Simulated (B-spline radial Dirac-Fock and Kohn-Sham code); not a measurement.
**Electron momentum distribution of Tb⁴³⁺: Compton profiles**

System: Tb⁴³⁺, [Ar] 3d4.

Method: the impulse approximation on configuration-average Dirac-Fock orbitals. Computed with an atomic code on a B-spline grid. pz is in atomic units of momentum; subshell profiles are per electron, for a selection of subshells; open shells are spread over both j values by their weights.

```
 pz  J total  J 2p1/2   J 3p3/2   J 3d5/2
3.1   0.8082   0.0208    0.0525    0.0356
4.2   0.7545   0.0207    0.0495    0.0354
5.7   0.6646   0.0206    0.0422    0.0347
7.8   0.5283   0.0202    0.0284    0.0319
 11   0.3541   0.0188    0.0110    0.0238
 15   0.2224   0.0161   0.00323    0.0129
 20   0.1358   0.0118   0.00247   0.00485
 27  0.07272  0.00667   0.00190   0.00112
 37  0.03281  0.00261  0.000748  0.000157
```

Problem. What is the peak value J(0), and which subshell contributes most to it?

Solution. J(0) = 0.8761. The 3p3/2 subshell gives the largest part, 25 %.

Mean momentum ⟨p⟩ by subshell (a.u.): 1s1/2 64.0, 2s1/2 23.0, 2p1/2 30.5, 2p3/2 27.9, 3s1/2 12.4, 3p1/2 14.7, 3p3/2 14.0, 3d3/2 16.7, 3d5/2 16.5.
